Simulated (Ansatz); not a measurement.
Input for Ansatz (development build ahead of 0.2.0):

```yaml
crystal:
  periodic: [false, false, false]
  atoms:
    - { symbol: Zn, position_ang: [0.0, 0.0, 0.7975] }
    - { symbol: H, position_ang: [0.0, 0.0, -0.7975] }
basis:
  gaussian: { orbitals: cc-pVTZ }
magnetization:
  initial_magnetization: 1
hamiltonian:
  xc: hf
correlation:
  method: ccsd_t
  frozen_orbitals: { H: 0, Zn: 5 }
scf:
  omitted_lower_state_checks: [stability, starts, atomic_configurations, cluster_reference, orbital_swaps, given_window_search, neighbouring_geometries, increment]
```

The input is written out in the form of the current development build from the run's settings. Correlation on restricted open-shell orbitals is semicanonical, with singles.

Output:

```
Converged                       : yes
Reference energy                : -1778.37583 hartree
CCSD correlation energy         : -0.80592 hartree
Triples correction              : -0.01838 hartree
Total energy                    : -1779.20014 hartree
Spin squared of the determinant : 0.750
```
